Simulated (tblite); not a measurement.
Species: C₇H₁₂N (doublet state).
Bonds: C1–C2, C2–C3, C2–C4, C4–N5 (double), N5–C6, C6–C7, C7–C8, C4–C8. Hydrogens: H9, H10, H11 on C1; H12, H13, H14 on C3; H15, H16 on C6; H17, H18 on C7; H19, H20 on C8.
Bond orders are those of one Lewis drawing.

Computed with GFN2-xTB (tblite), gas phase: L-BFGS steps from a force-field or distance-geometry start until the largest atomic force falls under 0.01 eV/Å.

The end geometry, which sets the zero of energy:
```
atom  x, y, z in Å
C1     -1.9563    1.2450   -0.9699
C2     -1.2804    0.1791   -0.1850
C3     -2.1232   -0.8244    0.5243
C4      0.1048    0.1255   -0.1134
N5      0.8794    0.9814   -0.7306
C6      2.2520    0.6696   -0.4942
C7      2.3123   -0.4448    0.5778
C8      0.8634   -0.9345    0.6675
H9     -1.2128    1.8972   -1.4173
H10    -2.6175    1.8308   -0.3281
H11    -2.5749    0.8059   -1.7552
H12    -1.8555   -1.8397    0.2270
H13    -3.1767   -0.6640    0.3102
H14    -1.9762   -0.7627    1.6050
H15     2.7788    1.5796   -0.1900
H16     2.6986    0.3473   -1.4437
H17     2.6387   -0.0282    1.5307
H18     3.0039   -1.2364    0.2956
H19     0.5068   -1.0077    1.6950
H20     0.7295   -1.9084    0.1912
```

**Question.** These geometries come from the run, each turned onto the end geometry. Order them by energy, lowest first.
A.
```
atom  x, y, z in Å
C1     -2.0356    1.3297   -0.5809
C2     -1.2666    0.0778   -0.3737
C3     -1.9688   -1.1591    0.0682
C4      0.1525    0.1213   -0.3005
N5      0.9835    0.4489   -1.2181
C6      2.3189    0.3567   -0.6720
C7      2.1912   -0.6473    0.4920
C8      0.8391   -0.1829    1.0226
H9     -1.3582    2.1896   -0.5535
H10    -2.7757    1.4175    0.2301
H11    -2.6056    1.3749   -1.5216
H12    -1.2860   -2.0087    0.1291
H13    -2.7801   -1.4305   -0.6154
H14    -2.4504   -1.0117    1.0369
H15     2.5768    1.3462   -0.2702
H16     3.0621    0.0994   -1.4243
H17     3.0104   -0.6276    1.2120
H18     2.0993   -1.6690    0.1031
H19     0.9704    0.8001    1.4967
H20     0.3175   -0.8145    1.7363
```
B.
```
atom  x, y, z in Å
C1     -1.9557    1.2393   -0.9762
C2     -1.2807    0.1693   -0.1966
C3     -2.1246   -0.8302    0.5165
C4      0.1044    0.1232   -0.1155
N5      0.8782    0.9835   -0.7268
C6      2.2512    0.6840   -0.4783
C7      2.3142   -0.4514    0.5710
C8      0.8633   -0.9347    0.6675
H9     -1.2165    1.8250   -1.5133
H10    -2.5159    1.8973   -0.3087
H11    -2.6698    0.8103   -1.6801
H12    -1.8281   -1.8478    0.2578
H13    -3.1740   -0.6957    0.2678
H14    -2.0146   -0.7326    1.5988
H15     2.7600    1.5945   -0.1461
H16     2.7145    0.3898   -1.4282
H17     2.6582   -0.0588    1.5279
H18     2.9946   -1.2435    0.2641
H19     0.5095   -0.9994    1.6971
H20     0.7265   -1.9116    0.1983
```
C.
```
atom  x, y, z in Å
C1     -1.9154    1.2497   -0.9260
C2     -1.2821    0.1669   -0.1312
C3     -2.1825   -0.8173    0.5252
C4      0.1014    0.0897   -0.0760
N5      0.8456    0.9419   -0.7326
C6      2.2278    0.6908   -0.5113
C7      2.3489   -0.5056    0.4642
C8      0.8937   -0.9253    0.7262
H9     -1.1746    1.9974   -1.1905
H10    -2.7346    1.7079   -0.3734
H11    -2.3307    0.8335   -1.8448
H12    -1.7151   -1.7937    0.6209
H13    -3.1003   -0.9150   -0.0514
H14    -2.4723   -0.4911    1.5264
H15     2.6863    1.6012   -0.1093
H16     2.7074    0.5009   -1.4775
H17     2.8465   -0.1862    1.3796
H18     2.9279   -1.3152    0.0220
H19     0.6350   -0.8849    1.7858
H20     0.6818   -1.9351    0.3707
```
D.
```
atom  x, y, z in Å
C1     -1.9518    1.2314   -0.9689
C2     -1.2780    0.1762   -0.1675
C3     -2.1451   -0.7985    0.5517
C4      0.1075    0.1270   -0.0932
N5      0.8751    1.0011   -0.6928
C6      2.2510    0.6993   -0.4703
C7      2.3359   -0.5089    0.4950
C8      0.8751   -0.9399    0.6698
H9     -1.2203    1.9496   -1.3258
H10    -2.7136    1.7363   -0.3733
H11    -2.4569    0.7847   -1.8286
H12    -1.6893   -1.7852    0.6062
H13    -3.1147   -0.8777    0.0630
H14    -2.3197   -0.4619    1.5771
H15     2.7475    1.5913   -0.0742
H16     2.7154    0.4865   -1.4408
H17     2.7746   -0.2084    1.4466
H18     2.9458   -1.3053    0.0713
H19     0.5746   -0.9649    1.7175
H20     0.6817   -1.9220    0.2340
```
E.
```
atom  x, y, z in Å
C1     -2.0926    1.3547   -0.6738
C2     -1.2652    0.2363   -0.1499
C3     -2.0030   -1.0306    0.1379
C4      0.1384    0.2600   -0.0606
N5      0.9399    0.8627   -0.8861
C6      2.2976    0.4555   -0.6502
C7      2.2912   -0.5754    0.5030
C8      0.8669   -0.4945    1.0508
H9     -1.5138    2.2607   -0.8035
H10    -2.9301    1.5612   -0.0003
H11    -2.5412    1.0935   -1.6339
H12    -1.3327   -1.8858    0.1123
H13    -2.7489   -1.1699   -0.6467
H14    -2.5354   -1.0348    1.0930
H15     2.9116    1.3378   -0.4374
H16     2.7031    0.0153   -1.5708
H17     3.0462   -0.3284    1.2433
H18     2.4990   -1.5740    0.1122
H19     0.8005    0.1399    1.9486
H20     0.4633   -1.4736    1.3088
```

**Answer.** B (0.002 eV), D (0.009 eV), C (0.028 eV), E (0.383 eV), A (0.789 eV).

In the order of the answer:

| step | E above end (eV) | largest force (eV/Å) | rms force component (eV/Å) | rms distance from end (Å) | rms bond change (Å) | bond most changed (Å) |
| --- | --- | --- | --- | --- | --- | --- |
| 134 | 0.002 | 0.02 | 0.008 | 0.055 | 0.000 | C1–H11 -0.001 |
| 99 | 0.009 | 0.03 | 0.012 | 0.190 | 0.001 | C3–H12 -0.003 |
| 58 | 0.028 | 0.12 | 0.039 | 0.245 | 0.002 | N5–C6 -0.005 |
| 23 | 0.383 | 0.24 | 0.076 | 0.636 | 0.007 | C2–C4 +0.019 |
| 7 | 0.789 | 0.41 | 0.134 | 0.881 | 0.012 | C2–C4 +0.034 |

The cost below is that of the whole relaxation. The run took 0.82 s wall on one thread of an Arm Neoverse V2, no GPU, shared host with 96 logical CPUs at a one-minute load of 37.
